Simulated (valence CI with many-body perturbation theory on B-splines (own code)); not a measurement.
**Level structure of In XLV**

Calculated by valence CI with perturbative core correlation (CI+MBPT): three valence electrons over a frozen Dirac-Fock core [He], a basis of 11 s, 11 p, 9 d, 7 f, 5 g, 2 h, 1 i functions for each j, with the one-electron correlation potential Σ1, the two-electron term Σ2, the three-electron term Σ3, Breit, model QED; selected CI, second order for the rest (own B-spline code, finite nucleus).

No measured spectrum was set against this ion. As an estimate, large intervals hold to a few tenths of a per cent, small ones and those within an open d or f shell to about a per cent.

Levels 1 to 45 of 100, with energies above the lowest level, (2s^2 2p1/2) J=1/2. "Leading %" is the weight of the configuration and term that name the level; weights of strongly mixed levels are sums over their largest components and can fall short. In the jj column 3d3/2^4 stands for four electrons in 3d with j = 3/2. Lifetimes count E1, E2, E3, M1 and M2 decay at the calculated energies, and are blank where another channel may lead or the interval is too uncertain; long ones can be off by a factor of two.

```tsv
No.	Configuration	Term	J	E (eV)	Leading %	Lifetime	g	Leading jj
1	2s2 2p	2P°	1/2	0.0	100		0.645	2s^2 2p1/2 (100 %)
2	2s 2p2	4P	1/2	140.9	62	152 ps	2.241	2s 2p1/2^2 (96 %)
3	2s2 2p	2P°	3/2	234.1	98	7.70 ns	1.319	2s^2 2p3/2 (98 %)
4	2s 2p2	4P	3/2	332.9	93	676 ps	1.668	2s 2p1/2 2p3/2 (99 %)
5	2s 2p2	2D	5/2	361.4	53	315 ps	1.371	2s 2p1/2 2p3/2 (98 %)
6	2s 2p2	2D	3/2	406.4	69	3.00 ps	0.954	2s 2p1/2 2p3/2 (99 %)
7	2s 2p2	2P	1/2	408.3	72	2.19 ps	1.189	2s 2p1/2 2p3/2 (96 %)
8	2p3	2P°	3/2	559.7	44	3.30 ps	1.382	2p1/2^2 2p3/2 (98 %)
9	2s 2p2	4P	5/2	585.4	53	13.7 ps	1.397	2s 2p3/2^2 (98 %)
10	2s 2p2	2S	1/2	651.0	71	2.66 ps	1.857	2s 2p3/2^2 (98 %)
11	2s 2p2	2P	3/2	652.1	68	1.59 ps	1.200	2s 2p3/2^2 (98 %)
12	2p3	4S°	3/2	766.3	53	1.83 ps	1.429	2p1/2 2p3/2^2 (99 %)
13	2p3	2D°	5/2	784.5	100	2.17 ps	1.184	2p1/2 2p3/2^2 (100 %)
14	2p3	2P°	1/2	818.8	100	1.53 ps	0.646	2p1/2 2p3/2^2 (100 %)
15	2p3	2P°	3/2	1030.5	55	1.24 ps	1.279	2p3/2^3 (99 %)
16	2s2 3s	2S	1/2	4171.2	97	22.9 fs	1.994	2s^2 3s (97 %)
17	2s2 3p	2P°	1/2	4220.9	95	515 fs	0.670	2s^2 3p1/2 (95 %)
18	2s 2p 3s	4P°	1/2	4268.2	87	25.1 fs	2.407	2s 2p1/2 3s (98 %)
19	2s 2p 3s	4P°	3/2	4277.9	39	36.7 fs	1.478	2s 2p1/2 3s (62 %)
20	2s2 3p	2P°	3/2	4297.6	60	46.7 fs	1.436	2s^2 3p3/2 (60 %)
21	2s 2p 3s	2P°	1/2	4302.1	94	33.4 fs	0.744	2s 2p1/2 3s (97 %)
22	2s 2p 3p	4D	1/2	4310.3	72	32.2 fs	0.257	2s 2p1/2 3p1/2 (99 %)
23	2s2 3d	2D	3/2	4323.7	40	3.58 fs	0.991	2s 2p1/2 3p1/2 (59 %)
24	2s2 3d	2D	3/2	4333.3	57	10.8 fs	0.948	2s^2 3d3/2 (57 %)
25	2s2 3d	2D	5/2	4349.0	97	3.46 fs	1.195	2s^2 3d5/2 (97 %)
26	2s 2p 3p	4P	1/2	4351.4	52	25.5 fs	2.035	2s 2p1/2 3p1/2 (97 %)
27	2s 2p 3p	4P	3/2	4387.2	30	27.2 fs	1.411	2s 2p1/2 3p3/2 (99 %)
28	2s 2p 3p	2P	1/2	4400.9	40	8.98 fs	1.310	2s 2p1/2 3p3/2 (86 %)
29	2s 2p 3p	4D	5/2	4405.7	52	206 fs	1.348	2s 2p1/2 3p3/2 (96 %)
30	2s 2p 3p	2D	3/2	4408.8	47	11.8 fs	1.244	2s 2p1/2 3p3/2 (98 %)
31	2s 2p 3d	4F°	3/2	4416.3	74	14.8 fs	0.548	2s 2p1/2 3d3/2 (99 %)
32	2s 2p 3d	4F°	5/2	4433.2	62	13.1 fs	1.048	2s 2p1/2 3d3/2 (82 %)
33	2s 2p 3d	4D°	1/2	4445.3	58	2.11 fs	0.401	2s 2p1/2 3d3/2 (91 %)
34	2s 2p 3d	4P°	5/2	4445.5	40	3.64 fs	1.346	2s 2p1/2 3d5/2 (88 %)
35	2s 2p 3d	4D°	3/2	4447.0	36	2.76 fs	1.253	2s 2p1/2 3d3/2 (88 %)
36	2p2 3s	4P	1/2	4457.5	46	25.0 fs	1.977	2p1/2^2 3s (86 %)
37	2s 2p 3d	4F°	7/2	4460.9	44	3.93 fs	1.249	2s 2p1/2 3d5/2 (97 %)
38	2s 2p 3d	2D°	3/2	4471.1	46	3.84 fs	1.042	2s 2p1/2 3d5/2 (86 %)
39	2s 2p 3d	2F°	5/2	4471.3	59	3.84 fs	1.041	2s 2p1/2 3d5/2 (92 %)
40	2p2 3p	4D°	1/2	4492.4	39	31.5 fs	0.645	2p1/2^2 3p1/2 (90 %)
41	2s 2p 3s	4P°	5/2	4502.5	98	40.9 fs	1.582	2s 2p3/2 3s (98 %)
42	2s 2p 3s	2P°	3/2	4518.4	79	20.1 fs	1.395	2s 2p3/2 3s (99 %)
43	2s 2p 3p	4P	3/2	4556.6	48	35.1 fs	1.632	2s 2p3/2 3p1/2 (99 %)
44	2s 2p 3p	2D	5/2	4559.3	42	15.1 fs	1.340	2s 2p3/2 3p1/2 (99 %)
45	2s 2p 3s	2P°	1/2	4564.6	92	16.6 fs	0.789	2s 2p3/2 3s (97 %)
```

The ionisation energy to 2s2 1S_0 of the next ion comes out as 7444.3 eV (NIST: 7442 ± 6 eV (semi-empirical)). All 100 levels together are meant to be complete up to 4854.0 eV.
